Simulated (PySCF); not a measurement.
C2H6OZn, SMILES [Zn]([OH])[CH2]C. The structure is a stationary point at TPSSh-D3(BJ)/def2-SVP. The isomer is the one that the SMILES or the coordinates give; other isomers of the formula were not compared. The values are those of a single conformer.

Computed equilibrium geometry at TPSSh-D3(BJ)/def2-SVP (PySCF confirms it by a frequency run) as a Z-matrix (one conformer of several):
```
C
H 1 1.1051
H 1 1.1054 2 105.62
C 1 1.5353 2 110.14 3 -118.84
H 4 1.1025 1 111.92 2 177.92
H 4 1.1027 5 107.08 1 -123.00
H 4 1.1046 5 107.01 6 -114.42
Zn 1 1.9439 2 107.90 3 114.43
O 8 1.7842 3 150.56 1 177.57
H 9 0.9684 8 114.75 3 163.34
```
Charge 0, spin multiplicity 1.
